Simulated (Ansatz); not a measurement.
`C[O][GeH]([F])[Cl]` + `CSC[SiH2]O` → `C[O][GeH]([F])[S]C` + `O[SiH2]CCl`  (redistribution)

Computed with Ansatz on PBE0-D4/def2-TZVP structures; ΔE is electronic, products minus reactants. CBS: MP2 limit from def2 TZ/QZ plus the TZ coupled-cluster correction, frozen cores. DFT in def2-TZVPP. For Ge outer-core shells are correlated without core-valence functions, which leaves a few kJ/mol of doubt a bond. Scalar relativity is left out up to krypton. Each species was taken in one conformer, which may not be the lowest.

| level | ΔE (kcal/mol) | difference from CCSD(T)/CBS |
| --- | --- | --- |
| r2SCAN-D4 | 11.5 | 0.6 |
| PBE0-D4 | 11.4 | 0.5 |
| ωB97X-V | 11.2 | 0.3 |
| ωB97M-V | 11.4 | 0.5 |
| B2PLYP | 10.9 | 0.0 |
| r2SCAN | 11.4 | 0.5 |
| PBE0 | 11.1 | 0.2 |
| HF/def2-TZVPP | 11.4 | 0.5 |
| MP2/def2-TZVPP | 12.1 | 1.2 |
| CCSD/def2-TZVPP | 11.4 | 0.5 |
| CCSD(T)/def2-TZVPP | 11.3 | 0.4 |
| HF/def2-QZVPP | 11.7 | 0.8 |
| MP2/def2-QZVPP | 11.9 | 1.0 |
| HF/CBS(def2) | 11.8 | 0.9 |
| MP2/CBS(def2) | 11.7 | 0.8 |
| CCSD/CBS(def2) | 10.9 | 0.0 |
| CCSD(T)/CBS | 10.9 | 0 |

Largest T1 diagnostic among the species: 0.012.

From PBE to PBE0 (25 % exact exchange), in def2-TZVPP and without D4, ΔE moves by +0.7 kcal/mol.
